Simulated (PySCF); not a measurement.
Orbital picture of ScH

ωB97M-V at R = 1.849 Å; Sc def2-TZVPP, H def2-TZVPP; no relativity (PySCF 2.14). State: ³Δ (triplet), unpaired electrons σ ↑, δ ↑. Only the outer orbitals are listed, counted within each symmetry.

```tsv
spin	orbital	occ.	ε (eV)	on Sc (%)	main shells (%)
α	2π	1	-37.90	100	100 Sc p
α	2π	1	-37.90	100	100 Sc p
α	5σ	1	-37.88	100	100 Sc p
α	6σ	1	-9.31	44	56 H s, 20 Sc s, 15 Sc d
α	1δ	1	-6.89	100	100 Sc d
α	7σ	1	-6.04	98	67 Sc s, 18 Sc p, 14 Sc d
α	3π	0	0.44	100	85 Sc p, 15 Sc d
α	3π	0	0.44	100	85 Sc p, 15 Sc d
α	8σ	0	0.61	104	56 Sc p, 46 Sc d
β	4σ	1	-59.33	100	100 Sc s
β	5σ	1	-37.31	100	100 Sc p
β	2π	1	-36.63	100	100 Sc p
β	2π	1	-36.63	100	100 Sc p
β	6σ	1	-9.07	43	57 H s, 21 Sc s, 12 Sc d
β	7σ	0	-0.10	98	73 Sc s, 13 Sc p, 12 Sc d
β	3π	0	1.43	100	93 Sc p
β	3π	0	1.43	100	93 Sc p
```

Q: Which are the highest filled and the lowest empty level, where do they sit, and how wide is the gap?

A: Highest filled α 7σ at -6.04 eV (in %: 67 Sc s, 18 Sc p, 14 Sc d); lowest empty β 7σ at -0.10 eV (in %: 73 Sc s, 13 Sc p, 12 Sc d); the gap at ωB97M-V is 5.94 eV.

- bond order (Mayer): 0.98
- ⟨S²⟩: 2.003
- charge on Sc (Mulliken, basis-dependent): 0.15
- charge on Sc (Löwdin, basis-dependent): 0.15
- dipole moment (positive dipole means Sc(−)H(+)): -2.61 D

Shares are Mulliken populations and can fall outside 0 to 100 %.

With d or f electrons several states lie close, and the lowest PBE0 determinant need not be the measured ground state.
